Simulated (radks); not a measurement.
Question: Eu III, 61 electrons, occupied as [Xe] 4f7. All-electron calculation, Dirac Kohn-Sham, Slater X-alpha with alpha = 0.653, spin-unpolarised, spherical densities, finite nucleus; open shells fill j = l - 1/2 first; Fermi nuclear charge, rms radius 5.1115 fm. Program: a radial shooting solver on a logarithmic mesh with Libxc functionals. Some entries of the table are withheld. Estimate them.

orbital  occ.  eigenvalue (eV)  <r^2> (bohr^2)
1s1/2       2        -48264.92       0.0006804
2s1/2       2        -7930.438         0.01064
2p1/2       2        -7527.282             (1)
2p3/2       4        -6880.458             (2)
3s1/2       2        -1752.700         0.07129
3p1/2       2        -1578.130             (3)
3p3/2       4        -1446.399             (4)
3d3/2       4        -1142.975         0.05898
3d5/2       6        -1114.293         0.06098
4s1/2       2        -356.4566          0.3629
4p1/2       2              (5)          0.3828
4p3/2       4              (6)          0.4229
4d3/2       4        -148.7384          0.4901
4d5/2       6        -143.5055          0.5062
5s1/2       2         -56.5400           2.151
5p1/2       2              (7)           2.762
5p3/2       4              (8)           3.120
4f5/2       6         -14.7056           1.259
4f7/2       1         -14.0936           1.314

Answer: 
(1) 2p1/2 <r^2> (bohr^2): 0.007733
(2) 2p3/2 <r^2> (bohr^2): 0.008972
(3) 3p1/2 <r^2> (bohr^2): 0.06648
(4) 3p3/2 <r^2> (bohr^2): 0.07364
(5) 4p1/2 eigenvalue (eV): -289.0769
(6) 4p3/2 eigenvalue (eV): -259.8622
(7) 5p1/2 eigenvalue (eV): -38.4264
(8) 5p3/2 eigenvalue (eV): -34.5772
